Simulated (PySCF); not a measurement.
**Broadened absorption spectrum of C6H10O2**

Species: C6H10O2.
SMILES: `C/C=C\COC(C)=O`

Method: PySCF 2.14.0, density-fitted response routines, TDDFT B3LYP/def2-SVPD, vertical, gas phase, core orbitals frozen in the response. The structure is a single GFN2-xTB conformer in the gas phase; no vibrational or solvent corrections. Torsions of this conformer, `[CH3:1]/[CH:2]=[CH:3]\[CH2:4][O:5][C:6]([CH3:7])=[O:8]`: C2–C3–C4–O5 135°, C3–C4–O5–C6 90°, C4–O5–C6–C7 -178°.

Broadening: Gaussians 0.25 eV wide at half height, area fixed by f = 4.319×10⁻⁹ ∫ε dν̃. The cross-section is σ = 3.8235×10⁻²¹ ε cm², given in Mb (10⁻¹⁸ cm²). The width is an assumption, not a result. The curve ends short of the highest state used, and states not computed would add to its high-energy end.

(λ (nm), σ (Mb)): (181.8, 37.60), (182.8, 22.78), (183.8, 12.99), (184.8, 7.35), (185.8, 4.56), (186.8, 3.50), (187.8, 3.50), (188.8, 4.16), (189.8, 5.19), (190.8, 6.26), (191.7, 6.97), (192.7, 7.24), (193.7, 6.87), (194.7, 5.93), (195.7, 4.67), (196.7, 3.37), (197.7, 2.23), (198.7, 1.35), (199.7, 0.76), (200.7, 0.40), (201.7, 0.21), (202.7, 0.12), (203.6, 0.10), (204.6, 0.12), (205.6, 0.16), (206.6, 0.21), (207.6, 0.27), (208.6, 0.31), (209.6, 0.33), (210.6, 0.34), (211.6, 0.32), (212.6, 0.28), (213.6, 0.23), (214.6, 0.18), (215.5, 0.13), (216.5, 0.09), (217.5, 0.06), (218.5, 0.04), (219.5, 0.02), (220.5, 0.01), (221.5, 0.01), (222.5, 0.00), (223.5, 0.00), (224.5, 0.00)

(1) Where are the band maxima, and which computed states make them?

(2) Coming from long wavelengths, where does ε first pass 100 L mol⁻¹ cm⁻¹?

(3) On this curve, what absorbance would a 10⁻⁵ mol/L sample give at 193 nm over a 1 cm path?

(4) Does any computed singlet lie in the visible range?

Results:

(1) 210 nm (5.90 eV), ε about 88, made up of S1 (100%); 193 nm (6.44 eV), ε about 1900, made up of S2 (99%) (ε in L mol⁻¹ cm⁻¹; maxima over ε = 5, shares over 10%). At its high-energy end, 6.82 eV, the curve is still rising (ε about 9900, from S4). The states used: S1 5.90 eV (f 0.0008); S2 6.43 eV (f 0.017); S3 6.70 eV (f 0.0043); S4 6.95 eV (f 0.182); S5 7.07 eV (f 0.130); S6 7.18 eV (f 0.011); S7 7.39 eV (f 0.096); S8 7.42 eV (f 0.0088).

(2) At about 201 nm (6.18 eV), 0.28 eV above S1.

(3) 193 nm is 6.424 eV, where ε is about 1900 L mol⁻¹ cm⁻¹, so A = ε c l ≈ 0.019 (Beer–Lambert, with the gas-phase spectrum and the assumed width).

(4) No computed singlet lies in the visible range (380 to 750 nm); the lowest, at 210 nm, stands 2.64 eV above its violet end (3.26 eV).
